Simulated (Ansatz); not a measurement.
C3H7S (SMILES C[C](C)S), doublet, geometry from GFN2-xTB, with bond 11-4 at 1.8 times its length; SC-NEVPT2/6-31G, CASSCF(3,3) (Ansatz, an electronic-structure program).

Ansatz was given this input:
Ansatz 0.2 input:
```yaml
crystal:
  periodic: [false, false, false]
  atoms:
    - {symbol: C, position_ang: [1.34174407, -1.04186004, 0.05818449]}
    - {symbol: C, position_ang: [0.02865972, -0.36153098, 0.20422258]}
    - {symbol: C, position_ang: [-1.22819479, -1.14551312, 0.07416388]}
    - {symbol: S, position_ang: [0.00140763, 1.34269012, -0.15268828]}
    - {symbol: H, position_ang: [1.47294868, -1.47046562, -0.94255975]}
    - {symbol: H, position_ang: [1.41976025, -1.86156535, 0.77394607]}
    - {symbol: H, position_ang: [2.15585520, -0.34198648, 0.23416157]}
    - {symbol: H, position_ang: [-2.07264116, -0.61676566, 0.51767429]}
    - {symbol: H, position_ang: [-1.47931257, -1.34776519, -0.97447823]}
    - {symbol: H, position_ang: [-1.11424960, -2.10561612, 0.57577899]}
    - {symbol: H, position_ang: [-2.26577278, 1.72403288, 0.55246555]}
basis:
  gaussian:
    orbitals: 6-31G
correlation: {method: sc_nevpt2, electrons: all, active_space: {window: {electrons: 3, orbitals: 3}}}
magnetization: {spin_polarized: false, initial_magnetization: 1}
```

It wrote (shortened):

```
Functional definition: HF
745 factors; integrals over basis functions are off by at most 1.8e-4 eV
mean field evaluation 1: about -14010.7882 eV, gradient 2.4e1 eV
mean field evaluation 2: about -14010.7890 eV, gradient 2.4e1 eV
mean field evaluation 4: about -14013.4498 eV, gradient 5.1e0 eV
mean field evaluation 8: about -14013.6048 eV, gradient 1.8e-3 eV
mean field -14013.60388955 eV, -514.9904441792 hartree, gradient 2.1e-6 eV, S^2 0.750000; 0 other end points of the search recorded, 0 dependent functions left out
reference -14013.60388955 eV, -514.9904441792 hartree; 21, 20 occupied and 33, 34 virtual orbitals, 745 factors
state -14014.47772312 eV, -515.0225569706 hartree
state -14014.47772312 eV, -515.0225569706 hartree; corrected -14023.06901273 eV, -515.3382810401 hartree
Total energy: -14023.06901273 eV, -515.3382810401 hartree
```
